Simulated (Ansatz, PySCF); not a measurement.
SbF3, SMILES [F][Sb]([F])[F]. Atoms are numbered in the order given.

```xyz
4

Sb    -0.0008     0.0018     0.2849
F     -1.3159    -0.9869    -0.7185
F     -0.1899     1.6280    -0.7318
F      1.5118    -0.6548    -0.7127
```

The structure is a stationary point at B3LYP-D3(BJ)/def2-SVP. The isomer is the one that the SMILES or the coordinates give; other isomers of the formula were not compared. The def2 effective core potentials stand for the cores of Sb; spin–orbit coupling is left out.

Two levels are set side by side: PBE-D3(BJ)/def2-SVP (Ansatz, a program for electronic structure) and B3LYP-D3(BJ)/def2-SVP (Ansatz). Each level has its own optimised geometry; the coordinates shown are those of the second. Frequencies come from the Hessian of PySCF at each geometry. Differences are taken from unrounded values.

```tsv
quantity	B3LYP-D3(BJ)	PBE-D3(BJ)	PBE-D3(BJ) minus B3LYP-D3(BJ)
mean bond length (Å)	1.927	1.943	0.016
bond Sb1–F2 (Å)	1.927	1.943	0.016
bond Sb1–F3 (Å)	1.927	1.943	0.016
bond Sb1–F4 (Å)	1.927	1.943	0.016
highest harmonic wavenumber (cm⁻¹)	656	631	-25
mean harmonic wavenumber (cm⁻¹)	426	409	-17
zero-point energy (kcal/mol)	3.66	3.51	-0.15
```

Exact exchange shortens and stiffens bonds; PBE has none. Differences between two approximate levels are no errors against the true value.
